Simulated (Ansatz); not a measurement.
Diatomic RuH+, multiplicity 3 (an upper state: multiplicity 5 came lower at CCSD(T)/def2-TZVPP on PBE0 minima). No spin–orbit coupling.

Seven points along R, fitted to fifth degree in 1/R; most abundant isotopes. Runs in def2 and cc sets follow the lowest solution found near the PBE0 minimum.

Programs: Ansatz (Gaussian basis) for Hartree–Fock, density functionals and correlated methods.  In def2 rows elements past Kr take small-core potentials, without spin–orbit coupling.

Energies at PBE0/def2-TZVPP:

```csv
R (Å),E (hartree)
1.426674,-95.08418070
1.465025,-95.08686434
1.500308,-95.08818110
1.540194,-95.08855262
1.580079,-95.08793839
1.626101,-95.08624295
1.679793,-95.08324503
```

### Question
With a reduced mass of 0.9980 u, find the minimum, the force constant and the constants.

### Answer
A fifth-degree polynomial in 1/R puts the minimum at r_e = 1.5341 Å with force constant 278 N/m. Then ω_e = (1/2πc)√(k/μ) = 2174 cm⁻¹ and B_e = h/(8π²cμr_e²) = 7.178 cm⁻¹; the cubic and quartic terms give α_e = 0.21 and ω_e x_e = 52 cm⁻¹.

Ansatz is a first-principles code.
